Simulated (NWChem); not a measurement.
Molecule: BiH2Te2F; SMILES [F][Bi]([TeH])[TeH]

```xyz
6

Bi    -1.0138     0.0697     0.1500
F     -1.5437    -0.1647    -1.8456
Te     1.0182     2.1322     0.0346
H      2.1400     1.0696    -0.6327
Te     0.9791    -1.9881     0.3913
H     -0.1910    -3.1824     0.1643
```
Atoms are numbered in this order, from 1.

Level: PBE-D3(BJ)/def2-SVP with def2 effective core potentials on Te, Bi (NWChem), optimised geometry, unscaled harmonic frequencies. def2 effective core potentials on Te, Bi; no spin-orbit coupling.

```
frequency (cm⁻¹)  IR intensity (km/mol)
----------------  ---------------------
45                                  0.1
88                                  2.1
99                                  4.1
142                                 1.3
153                                 8.0
159                                 6.0
183                                 2.9
480                                 2.7
500                                 9.0
529                                58.5
2032                               43.4
2052                               21.4
```

- zero-point energy = 9.2 kcal/mol
- thermal correction to the enthalpy at 298.15 K (with zero-point energy) = 15.1 kcal/mol
- heat capacity Cv = 23.2 cal/(mol K)
- entropy at 298.15 K and 1 atm (symmetry number 1) = 101.2 cal/(mol K)

Rigid rotor and harmonic oscillator; modes under 100 cm⁻¹ make the entropy uncertain.
